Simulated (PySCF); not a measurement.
SMILES C=C[C@@H]1C[C@@H]1[GeH2][PH2], C5H11GeP

Molfile (atoms numbered from 1):
```
C5H11GeP
     RDKit          3D

 18 18  0  0  0  0  0  0  0  0999 V2000
   -1.7935    1.4431    1.2835 C   0  0  0  0  0  0  0  0  0  0  0  0
   -1.1590    0.3774    0.8241 C   0  0  0  0  0  0  0  0  0  0  0  0
   -1.1682   -0.0603   -0.5772 C   0  0  2  0  0  0  0  0  0  0  0  0
   -1.0529   -1.5238   -0.8836 C   0  0  0  0  0  0  0  0  0  0  0  0
    0.1001   -0.6194   -1.1825 C   0  0  2  0  0  0  0  0  0  0  0  0
    1.7580   -0.7070   -0.1276 Ge  0  0  0  0  0  4  0  0  0  0  0  0
    2.1760    1.2592    0.9976 P   0  0  0  0  0  0  0  0  0  0  0  0
   -1.7566    1.7231    2.3215 H   0  0  0  0  0  0  0  0  0  0  0  0
   -2.3798    2.0757    0.6366 H   0  0  0  0  0  0  0  0  0  0  0  0
   -0.5832   -0.2507    1.4973 H   0  0  0  0  0  0  0  0  0  0  0  0
   -1.8015    0.5339   -1.2272 H   0  0  0  0  0  0  0  0  0  0  0  0
   -0.9606   -2.1990   -0.0438 H   0  0  0  0  0  0  0  0  0  0  0  0
   -1.6282   -1.9248   -1.7056 H   0  0  0  0  0  0  0  0  0  0  0  0
    0.2516   -0.3767   -2.2289 H   0  0  0  0  0  0  0  0  0  0  0  0
    1.6449   -1.8474    0.8606 H   0  0  0  0  0  0  0  0  0  0  0  0
    2.8692   -1.1407   -1.0667 H   0  0  0  0  0  0  0  0  0  0  0  0
    1.9347    2.0227   -0.1370 H   0  0  0  0  0  0  0  0  0  0  0  0
    3.5401    1.2208    0.7469 H   0  0  0  0  0  0  0  0  0  0  0  0
  1  2  2  0
  2  3  1  0
  3  4  1  0
  4  5  1  0
  5  6  1  0
  6  7  1  0
  5  3  1  0
  1  8  1  0
  1  9  1  0
  2 10  1  0
  3 11  1  6
  4 12  1  0
  4 13  1  0
  5 14  1  6
  6 15  1  0
  6 16  1  0
  7 17  1  0
  7 18  1  0
M  END
```

Method used: TDDFT CAM-B3LYP/def2-SVPD circular dichroism and optical rotation, one conformer, gas phase (PySCF). Geometry: GFN2-xTB.

The molecule is flexible and this is one conformer; a measurement averages over conformers. The calculation is non-relativistic, which matters for the atoms heavier than Zn.

**Question.** Draw the ECD and absorption spectra from the lowest 16 states, each a Gaussian of half-width 0.3 eV at 1/e height.

**Answer.** 
| E (eV) | λ (nm) | Δε (L mol⁻¹ cm⁻¹) | ε (L mol⁻¹ cm⁻¹) |
| --- | --- | --- | --- |
| 5.91 | 210 | +2.73 | 153 |
| 6.01 | 206 | +7.02 | 455 |
| 6.11 | 203 | +14.17 | 1130 |
| 6.21 | 200 | +22.24 | 2420 |
| 6.31 | 196 | +26.89 | 4570 |
| 6.41 | 193 | +24.59 | 7930 |
| 6.51 | 190 | +16.13 | 12900 |
| 6.61 | 188 | +5.52 | 19200 |
| 6.71 | 185 | -3.91 | 25400 |
| 6.81 | 182 | -10.41 | 28800 |
| 6.91 | 179 | -12.67 | 27800 |
| 7.01 | 177 | -10.83 | 22900 |
| 7.11 | 174 | -8.32 | 17300 |
| 7.21 | 172 | -10.30 | 13300 |
| 7.31 | 170 | -19.72 | 11300 |
| 7.41 | 167 | -34.65 | 10600 |
| 7.51 | 165 | -48.90 | 10000 |
| 7.61 | 163 | -55.95 | 9240 |
| 7.71 | 161 | -53.79 | 8220 |
| 7.81 | 159 | -45.73 | 6940 |

Δε uses R in velocity form, ε uses f in length form. Only the states computed contribute, so the short-wavelength end is incomplete.

The sign of the CD band at 167 nm isn't settled: the length form gives the opposite one.
